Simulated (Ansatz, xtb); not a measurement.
**Two structures of GaH3Si2**

We compare I, a singlet given by its coordinates, with II, a triplet given by its coordinates. Both are isolated molecules in the gas phase, relaxed with B3LYP-D3(BJ)/def2-SVP.

I (Å):

```xyz
6

Ga    0.2361    0.4058    0.4835
Si   -1.6174    2.4095   -1.6845
Si   -1.5869    0.2513   -1.3057
H    -0.3474    3.1545   -1.9411
H    -2.7785    3.3219   -1.9061
H    -3.0282   -0.0477   -0.9680
```

Close contacts (Å): Ga1–Si3 2.56, Si2–Si3 2.19, Si2–H4 1.49, Si2–H5 1.49, Si3–H6 1.51.

II (Å):

```yaml
atoms:
  - { symbol: Ga, position_ang: [-1.1156, 1.1810, 0.7599] }
  - { symbol: Si, position_ang: [-1.3184, 2.2961, -1.6754] }
  - { symbol: Si, position_ang: [-1.3982, -0.0895, -1.3934] }
  - { symbol: H, position_ang: [-0.0421, 2.8958, -2.1715] }
  - { symbol: H, position_ang: [-2.4676, 3.0884, -2.2156] }
  - { symbol: H, position_ang: [-2.7349, 0.1478, -0.6217] }
```

Close contacts (Å): Ga1–Si2 2.69, Ga1–Si3 2.52, Si2–Si3 2.40, Si2–H4 1.49, Si2–H5 1.50, Si3–H6 1.56.

**Question.** Estimate E(II) − E(I) at the level CCSD(T)/def2-TZVP.

**Answer.** Calculated at CCSD(T)/def2-TZVP: E(II) − E(I) = +52.2 kJ/mol, so structure I lies lower.

The same difference at several levels:

```
                level               geometry  E(II) − E(I) (kJ/mol)  departure from the last row (kJ/mol)  job, with rough time for the two
            HF/STO-3G               GFN2-xTB                  −556.2                                −608.5                single point, 40 s
   r2SCAN-D4/def2-SVP               GFN2-xTB                   +61.3                                  +9.0                single point, 16 s
B3LYP-D3(BJ)/def2-SVP  B3LYP-D3(BJ)/def2-SVP                   +61.9                                  +9.7             optimisation, 4.8 min
         HF/def2-TZVP  B3LYP-D3(BJ)/def2-SVP                   +12.4                                 −39.8           part of the CCSD(T) run
        MP2/def2-TZVP  B3LYP-D3(BJ)/def2-SVP                   +52.7                                  +0.5           part of the CCSD(T) run
    CCSD(T)/def2-TZVP  B3LYP-D3(BJ)/def2-SVP                   +52.2                                                     single point, 5 min
```

HF/STO-3G puts the two in the other order. The largest departure from CCSD(T)/def2-TZVP is that of HF/STO-3G, 608.5 kJ/mol. The triplet state of II needn't be its ground state.

With harmonic frequencies from B3LYP-D3(BJ)/def2-SVP (ideal gas, rigid rotor, one conformer each, 298.15 K, 1 atm): the zero-point term adds −2.3 kJ/mol; ΔH is +49.6 and ΔG +50.6 kJ/mol.

Open shells are spin-unrestricted, with notable spin contamination under HF/STO-3G. The correlated steps freeze 19 core orbitals; the filled d shell of Ga is correlated, in a basis made for valence electrons. ΔG holds the spin degeneracy. Codes used: Ansatz 0.2.0, xtb 6.7.1; the last row on 1 thread of AMD EPYC (Zen 3) on a shared host.
